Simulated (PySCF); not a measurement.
A run for PySCF: R-M06-2X/def2-TZVPPD on GaH3O (SMILES [OH][GaH2]) with ghost functions.

```python
from pyscf import gto, dft

mol = gto.M(
    atom='''
    O    -0.44824870   -0.98185870    1.02826451
    Ga    0.38575375   -0.38299469   -0.43807130
    H    -0.36309947   -0.40264646    1.80230784
    H     0.24030760   -1.32181315   -1.67653740
    H     1.16036568    0.97718944   -0.36172285
    ghost-O   -0.31721363    0.59981417    3.45196668
    ghost-H    0.05647953    0.04445747    4.14515227
    ghost-H   -1.22197327    0.78529869    3.72688558
    ''',
    basis='def2-tzvppd',
    charge=0, spin=0, verbose=4, max_memory=1800)
mf = dft.RKS(mol, xc='m062x').density_fit(auxbasis='def2-universal-jkfit')
mf.grids.level = 4
mf.conv_tol = 1e-9
mf.max_cycle = 150
mf.kernel()
mf.dip_moment()
```

Program output:

```
PySCF version 2.14.0

[INPUT] verbose = 4
[INPUT] num. atoms = 8
[INPUT] num. electrons = 42
[INPUT] charge = 0
[INPUT] spin (= nelec alpha-beta = 2S) = 0
[INPUT] symmetry False subgroup None
[INPUT] Mole.unit = angstrom
[INPUT] Symbol           X                Y                Z      unit          X                Y                Z       unit  Magmom
[INPUT]  1 O     -0.448248700000  -0.981858700000   1.028264510000 AA   -0.847067278692  -1.855444036021   1.943138307510 Bohr   0.0
[INPUT]  2 Ga     0.385753750000  -0.382994690000  -0.438071300000 AA    0.728968939024  -0.723755071263  -0.827834780032 Bohr   0.0
[INPUT]  3 H     -0.363099470000  -0.402646460000   1.802307840000 AA   -0.686158554275  -0.760891534426   3.405868209756 Bohr   0.0
[INPUT]  4 H      0.240307600000  -1.321813150000  -1.676537400000 AA    0.454115549652  -2.497864841349  -3.168196523590 Bohr   0.0
[INPUT]  5 H      1.160365680000   0.977189440000  -0.361722850000 AA    2.192773339545   1.846620413417  -0.683557119497 Bohr   0.0
[INPUT]  6 GHOST-O  -0.317213630000   0.599814170000   3.451966680000 AA   -0.599446883679   1.133484506933   6.523271616324 Bohr   0.0
[INPUT]  7 GHOST-H   0.056479530000   0.044457470000   4.145152270000 AA    0.106730843344   0.084012442491   7.833202534919 Bohr   0.0
[INPUT]  8 GHOST-H  -1.221973270000   0.785298690000   3.726885580000 AA   -2.309194811839   1.483999450080   7.042793043791 Bohr   0.0

nuclear repulsion = 109.078440776606
number of shells = 81
number of NR pGTOs = 311
number of NR cGTOs = 219
basis = def2-tzvppd
ecp = {}


******** <class 'pyscf.df.df_jk.DFRKS'> ********
method = DFRKS
initial guess = minao
damping factor = 0
level_shift factor = 0
DIIS = <class 'pyscf.scf.diis.CDIIS'>
diis_start_cycle = 1
diis_space = 8
diis_damp = 0
SCF conv_tol = 1e-09
SCF conv_tol_grad = None
SCF max_cycles = 150
direct_scf = False
XC library pyscf.dft.libxc version 7.1.2
    S. Lehtola, C. Steigemann, M. J. T. Oliveira, and M. A. L. Marques,  SoftwareX 7, 1–5 (2018)
XC functionals = m062x
    Y. Zhao and D. G. Truhlar,  Theor. Chem. Acc. 120, 215 (2008)
    Y. Zhao and D. G. Truhlar,  Theor. Chem. Acc. 120, 215 (2008)
radial grids:
    Treutler-Ahlrichs [JCP 102, 346 (1995); DOI:10.1063/1.469408] (M4) radial grids

becke partition: Becke, JCP 88, 2547 (1988); DOI:10.1063/1.454033
pruning grids: <function nwchem_prune>
grids dens level: 4
symmetrized grids: False
atomic radii adjust function: <function treutler_atomic_radii_adjust>
small_rho_cutoff = 0
Set gradient conv threshold to 3.16228e-05
Initial guess from minao.
tot grids = 165440
******** <class 'pyscf.df.df.DF'> ********
auxbasis = def2-universal-jkfit
init E= -2001.2386444838
  HOMO = -0.3217489242517  LUMO = -0.0398117516606739  gap/eV = 7.67190
cycle= 1 E= -2001.77873629677  delta_E= -0.54  |g|= 0.819  |ddm|= 1.71
  HOMO = -0.231914064988782  LUMO = -0.03067644543969  gap/eV = 5.47595
cycle= 2 E= -2001.61670465857  delta_E= 0.162  |g|= 1.27  |ddm|= 1.46
  HOMO = -0.359629641910015  LUMO = -0.0299951905757538  gap/eV = 8.96981
cycle= 3 E= -2001.88914780437  delta_E= -0.272  |g|= 0.0995  |ddm|= 0.905
  HOMO = -0.359161472626789  LUMO = -0.0271784944665674  gap/eV = 9.03372
cycle= 4 E= -2001.89043949192  delta_E= -0.00129  |g|= 0.0472  |ddm|= 0.0943
  HOMO = -0.360409319004533  LUMO = -0.0272535844369487  gap/eV = 9.06563
cycle= 5 E= -2001.89063738347  delta_E= -0.000198  |g|= 0.00468  |ddm|= 0.0323
  HOMO = -0.360109950642756  LUMO = -0.0270899789353733  gap/eV = 9.06194
cycle= 6 E= -2001.89064173392  delta_E= -4.35e-06  |g|= 0.000984  |ddm|= 0.0056
  HOMO = -0.360129811428264  LUMO = -0.027117227632171  gap/eV = 9.06173
cycle= 7 E= -2001.89064194549  delta_E= -2.12e-07  |g|= 0.000141  |ddm|= 0.00127
  HOMO = -0.360135586897086  LUMO = -0.0271067889665904  gap/eV = 9.06218
cycle= 8 E= -2001.89064195326  delta_E= -7.77e-09  |g|= 3.4e-05  |ddm|= 0.000384
  HOMO = -0.360133955041355  LUMO = -0.0271093927489201  gap/eV = 9.06206
cycle= 9 E= -2001.8906419536  delta_E= -3.44e-10  |g|= 4.96e-06  |ddm|= 5.47e-05
  HOMO = -0.360133407738567  LUMO = -0.0271086794006563  gap/eV = 9.06206
Extra cycle  E= -2001.89064195364  delta_E= -3.23e-11  |g|= 2.37e-06  |ddm|= 1.03e-05
converged SCF energy = -2001.89064195364
Dipole moment(X, Y, Z, Debye):  0.80344,  1.33753, -0.05440
```

The calculation finished and met its thresholds.

Cost: around 28 core-seconds (rough).
